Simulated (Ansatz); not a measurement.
`[OH][Al-]([OH])([OH])[SeH2+]` → Al• + 5 H• + 3 O• + Se•  (atomization)

Program: Ansatz. Geometries: PBE0-D4/def2-TZVP. ΔE: electronic, gas phase. CCSD(T)/CBS adds triple-zeta CCSD(T) − MP2 to the extrapolated MP2 energy (def2 sets, frozen cores). This one scheme is used for every species, atoms too. Functionals use def2-TZVPP. HSE06 is defined as in plane-wave codes. No spin–orbit coupling; open shells (•) take unrestricted orbitals. Spin–orbit coupling would lower the free atoms: a little for Al, O; clearly for Se. For Se outer-core shells are correlated without core-valence functions, so the limit isn't a true one: a few kJ/mol of doubt a bond, and 10 to 20 or more in all where bonds break to atoms. Scalar relativity is left out up to krypton. One conformer a species, not always the lowest.

```csv
level,ΔE (eV),difference from CCSD(T)/CBS
BLYP-D4,36.33,-0.49
r2SCAN-D4,36.48,-0.34
B97M-V,36.26,-0.56
r2SCANh-D4,36.10,-0.72
BHLYP-D4,34.70,-2.12
revPBE,35.05,-1.77
PBE0,35.54,-1.28
r2SCAN0,35.47,-1.35
HSE06,35.57,-1.25
LC-ωPBE,35.91,-0.91
MP2/def2-SVP,34.37,-2.45
HF/def2-TZVPP,24.98,-11.84
CCSD/def2-TZVPP,34.99,-1.83
CCSD(T)/def2-TZVPP,35.59,-1.23
HF/def2-QZVPP,25.06,-11.76
MP2/def2-QZVPP,37.28,0.46
CCSD(T)/CBS,36.82,0
```

Largest T1 diagnostic among the species: 0.018.

From r2SCAN to r2SCAN0 (25 % exact exchange), in def2-TZVPP and without D4, ΔE moves by −0.96 eV: exact exchange takes away binding that semilocal exchange gives to molecules. At CCSD(T), def2-SVP lies −3.23 eV from the extrapolated value and def2-TZVPP −1.23 eV: correlation converges slowly with the basis, and small sets miss more of it in the bonded molecule than in its fragments. In def2-TZVPP, CCSD(T) changes the Hartree–Fock value by +10.62 eV (the triples alone add +0.61 eV) and MP2 by +11.57 eV; breaking electron pairs costs correlation energy, which Hartree–Fock lacks.

For atomizations the MP2-based limit and the directly extrapolated one differ by several kJ/mol either way, and by 10 to 25 for some Ge, Se and Sn compounds, so smaller differences from it don't rank the levels.
